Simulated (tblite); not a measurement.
S₈, triplet, at the geometry of the source list (a higher spin typed on purpose: for a closed-shell molecule this is an excited state); GFN1-xTB (tblite 0.6.0).

Input for tblite:
```
$ tblite run mol.xyz --method gfn1 --charge 0 --spin 2 --grad --json tblite.json --no-restart

# file mol.xyz
8

S      1.75900000    -1.78430000     0.07990000
S      1.53220000    -0.05360000     1.13450000
S      1.91110000     1.62190000     0.03530000
S      0.12080000     2.06780000    -0.96920000
S     -1.36750000     1.78240000     0.41160000
S     -2.37000000     0.10280000    -0.23390000
S     -1.52050000    -1.64200000     0.45650000
S     -0.06520000    -2.09500000    -0.91460000
```

It wrote (shortened):

```
xTB calculator
 | screened Coulomb repulsion
 | Coulomb electrostatics
 |  * isotropic Klopman-Ohno-Mataga-Nishimoto electrostatics
 |  * onsite third-order electrostatics
 | DFT-D3(BJ) dispersion correction

halogen bonding energy    0.0000000000000E+00 Eh
repulsion energy          4.6039756549440E-02 Eh
dispersion energy        -1.0280158331279E-02 Eh
number of electrons       4.8000000000000E+01 e
integral cutoff           1.9487547202114E+01 bohr

------------------------------------------------------------
  cycle        total energy    energy error   density error
------------------------------------------------------------
      1     -29.49815080686  -2.9533910E+01   7.1788980E-02
      2     -29.48696830618   1.1182501E-02   6.5908768E-02
      3     -29.48945269317  -2.4843870E-03   5.7798571E-02
      4     -29.49927266590  -9.8199727E-03   2.7921610E-02
      5     -29.50176588038  -2.4932145E-03   5.5728320E-03
      6     -29.50189671464  -1.3083426E-04   2.1841280E-03
      7     -29.50191820269  -2.1488050E-05   6.8325095E-04
      8     -29.50191824727  -4.4583317E-08   6.0276049E-04
      9     -29.50191890022  -6.5294240E-07   4.8868318E-04
     10     -29.50191985496  -9.5474560E-07   1.3604513E-04
     11     -29.50191994569  -9.0725273E-08   1.0856103E-05
------------------------------------------------------------

electronic energy        -2.9537679543905E+01 Eh
total energy             -2.9501919945687E+01 Eh

Post processing:
 | Mayer-Wiberg bond orders

[Info] Tight-binding results written to 'tblite.txt'
[Info] JSON dump of results written to 'tblite.json'
```
